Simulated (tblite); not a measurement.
Question: Write Cartesian coordinates for `COC1=CC(=O)[C@@H](OC)CC1` as optimised with GFN2-xTB.

Answer: 
```
atom  x, y, z in Å
C1    -3.5351    0.4600   -1.2891
O2    -2.6984   -0.6082   -0.8974
C3    -1.4363   -0.3433   -0.5204
C4    -0.8693    0.8742   -0.4474
C5     0.5093    1.0961   -0.0428
O6     0.9733    2.2130    0.0672
C7     1.3426   -0.1714    0.1930
O8     2.4327    0.0174    1.0660
C9     3.5293    0.7085    0.5117
C10    0.4634   -1.2748    0.7804
C11   -0.6820   -1.5912   -0.1701
H12   -4.4849    0.0059   -1.5648
H13   -3.1188    0.9927   -2.1482
H14   -3.6887    1.1616   -0.4650
H15   -1.4188    1.7750   -0.6757
H16    1.7131   -0.4905   -0.8019
H17    4.3025    0.7023    1.2776
H18    3.9001    0.1952   -0.3857
H19    3.2723    1.7387    0.2581
H20    0.0798   -0.9316    1.7421
H21    1.0745   -2.1599    0.9588
H22   -0.2899   -2.0322   -1.0921
H23   -1.3754   -2.3102    0.2686
```

Any rigid rotation of these coordinates is as good. Atoms count from 1 in this order. The 5 C–O bonds span 1.214 Å (C5=O6, drawn double) to 1.412 Å (C1–O2, drawn single), a spread of 0.198 Å. Of the pairs four or more bonds apart, O6···H19 is among the closest relative to their van der Waals radii: 2.36 Å, 87 % of the sum of Bondi's values. The C–C distances run from 1.345 Å (C3=C4, drawn double) to 1.535 Å (C5–C7, drawn single), a spread of 0.190 Å. The 6-membered ring C3–C4–C5–C7–C10–C11 has internal angles of 110.1° to 123.6° (sum 692°, against 720° for a flat polygon); it is puckered, 0.20 Å rms from its mean plane, widest ring torsion 59°.

Bonds between heavy atoms (Å): C1–O2 1.412, O2–C3 1.344, C3=C4 1.345, C4–C5 1.454, C5=O6 1.214, C5–C7 1.535, C7–O8 1.409, O8–C9 1.410, C7–C10 1.528, C10–C11 1.522, C3–C11 1.500.

Computed geometry: GFN2-xTB, gas phase.

Point group: C1 (no symmetry element, even within 0.4 Å). Its GFN2-xTB frequencies are all real (lowest 36 cm⁻¹). One conformer, not necessarily the lowest (C1–O2–C3–C4 1°, C5–C7–O8–C9 -75°, C3–C4–C5–O6 -177°, C4–C5–C7–O8 -156°, C5–C7–C10–C11 59°, C7–C10–C11–C3 -54°).
